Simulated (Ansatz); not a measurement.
Consider the redistribution: `B[O][SnH2][BH]O` + `O[SiH2][SiH2]F` → `O[BH][SnH2][F]` + `BO[SiH2][SiH2]O`.

Isolated molecules relaxed with PBE0-D4/def2-TZVP in Ansatz; ΔE leaves out vibrations. CBS: MP2 limit from def2 TZ/QZ plus the TZ coupled-cluster correction, frozen cores. This one scheme is used for every species. def2 core potentials past Kr. For Sn outer-core shells are correlated without core-valence functions, which leaves a few kJ/mol of doubt a bond. Each species was taken in one conformer, which may not be the lowest.

| species | CCSD(T)/CBS(def2) energy (Eh) |
| --- | --- |
| `B[O][SnH2][BH]O` | -417.64606 |
| `O[SiH2][SiH2]F` | -756.22527 |
| `O[BH][SnH2][F]` | -416.25065 |
| `BO[SiH2][SiH2]O` | -757.61757 |

Work out ΔE.

ΔE = (-416.25065) + (-757.61757) − (-417.64606) − (-756.22527) = 0.00311 Eh = +8.2 kJ/mol.

Largest T1 diagnostic among the species: 0.016.

In def2-TZVPP, CCSD(T) changes the Hartree–Fock value by +7.8 kJ/mol (the triples alone add +1.1 kJ/mol) and MP2 by +8.0 kJ/mol.
